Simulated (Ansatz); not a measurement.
`[OH][Ge][Br]` + H₂ → `[GeH][Br]` + H₂O at 500 K and 1 bar (hydrogenolysis of a Ge–O bond).

Calculated with Ansatz (gas phase, PBE0-D4/def2-TZVP geometries, no zero-point term in ΔE). CCSD(T)/CBS adds triple-zeta CCSD(T) − MP2 to the extrapolated MP2 energy (def2 sets, frozen cores). This one scheme is used for every species. For Br, Ge outer-core shells are correlated without core-valence functions, which leaves a few kJ/mol of doubt a bond. Scalar relativity is left out up to krypton. One conformer a species, not always the lowest.

```json
{"species": "`[OH][Ge][Br]`", "CCSD(T)/CBS energy (Eh)": "-4725.27533", "H − E (kJ/mol)": "64.5", "S (J/(mol·K))": "337.5"}
{"species": "H₂", "CCSD(T)/CBS energy (Eh)": "-1.17544", "H − E (kJ/mol)": "41.0", "S (J/(mol·K))": "145.5"}
{"species": "`[GeH][Br]`", "CCSD(T)/CBS energy (Eh)": "-4650.03665", "H − E (kJ/mol)": "38.0", "S (J/(mol·K))": "299.7"}
{"species": "H₂O", "CCSD(T)/CBS energy (Eh)": "-76.37941", "H − E (kJ/mol)": "73.2", "S (J/(mol·K))": "206.3"}
```

H − E and S are ideal-gas, rigid-rotor, harmonic terms from PBE0-D4/def2-TZVP, for one conformer and one mirror image of each species. The MP2-based limit puts H₂ 0.8 mEh under its directly extrapolated value; such offsets cancel only in part. 1 Eh = 2625.50 kJ/mol, R = 8.31446 J/(mol·K).

Task: By hand: ΔE, ΔH, ΔS and ΔG.

Result: ΔE = (-4650.03665) + (-76.37941) − (-4725.27533) − (-1.17544) = 0.03471 Eh = 91.1 kJ/mol. Δ(H − E) = 38.0 + 73.2 − 64.5 − 41.0 = 5.7, so ΔH = 96.8 kJ/mol. ΔS = 299.7 + 206.3 − 337.5 − 145.5 = 23.0 J/(mol·K). ΔG = 96.8 − 500 × (23.0)/1000 = 85.3 kJ/mol.

Task: By hand: the equilibrium constant, and the temperature at which ΔG would vanish if ΔH and ΔS stayed fixed.

Result: log₁₀ K = −ΔG/(RT ln 10) = -8.9. ΔG = 0 at ΔH/ΔS = 4209 K, far beyond where these terms or the molecules hold.

ΔH outweighs TΔS. A doubt of 5 kJ/mol in ΔE shifts log₁₀ K by 0.5 here. Other conformers and mirror images would add mixing entropy, several J/(mol·K) or more a flexible species. These are equilibria of isolated gas molecules and say nothing of rates. Largest T1 diagnostic: 0.013 (customary marks: 0.02 for closed shells, 0.045 for open ones).
